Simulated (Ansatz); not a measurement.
`[OH][Hf]([OH])([Cl])[Br]` + H–F → `[OH][Hf]([F])([Cl])[Br]` + H₂O at 500 K and 1 bar (ligand exchange at the Hf–O bond).

Computed with Ansatz on PBE0-D4/def2-TZVP structures; ΔE is electronic, products minus reactants. CBS: MP2 limit from def2 TZ/QZ plus the TZ coupled-cluster correction, frozen cores. This one scheme is used for every species. Elements past krypton have def2 core potentials. For Br, Hf outer-core shells are correlated without core-valence functions, which leaves a few kJ/mol of doubt a bond. Scalar relativity is left out up to krypton. Each species was taken in one conformer, which may not be the lowest.

| species | CCSD(T)/CBS energy (Eh) | H − E (kJ/mol) | S (J/(mol·K)) |
| --- | --- | --- | --- |
| `[OH][Hf]([OH])([Cl])[Br]` | -3232.84436 | 123.0 | 482.7 |
| H–F | -100.39570 | 39.4 | 188.7 |
| `[OH][Hf]([F])([Cl])[Br]` | -3256.87550 | 90.1 | 458.1 |
| H₂O | -76.37941 | 73.2 | 206.3 |

H − E and S are ideal-gas, rigid-rotor, harmonic terms from PBE0-D4/def2-TZVP, for one conformer and one mirror image of each species. 1 Eh = 2625.50 kJ/mol, R = 8.31446 J/(mol·K).

Task: By hand: ΔE, ΔH, ΔS and ΔG.

Result: ΔE = (-3256.87550) + (-76.37941) − (-3232.84436) − (-100.39570) = -0.01485 Eh = -39.0 kJ/mol. Δ(H − E) = 90.1 + 73.2 − 123.0 − 39.4 = 0.9, so ΔH = -38.1 kJ/mol. ΔS = 458.1 + 206.3 − 482.7 − 188.7 = -7.0 J/(mol·K). ΔG = -38.1 − 500 × (-7.0)/1000 = -34.6 kJ/mol.

Task: By hand: the equilibrium constant, and the temperature at which ΔG would vanish if ΔH and ΔS stayed fixed.

Result: log₁₀ K = −ΔG/(RT ln 10) = 3.6. ΔG = 0 at ΔH/ΔS = 5443 K, far beyond where these terms or the molecules hold.

The number of gas molecules stays the same, so ΔS is small and ΔH decides. A doubt of 5 kJ/mol in ΔE shifts log₁₀ K by 0.5 here. Other conformers and mirror images would add mixing entropy, several J/(mol·K) or more a flexible species. These are equilibria of isolated gas molecules and say nothing of rates. Largest T1 diagnostic: 0.014 (customary marks: 0.02 for closed shells, 0.045 for open ones).
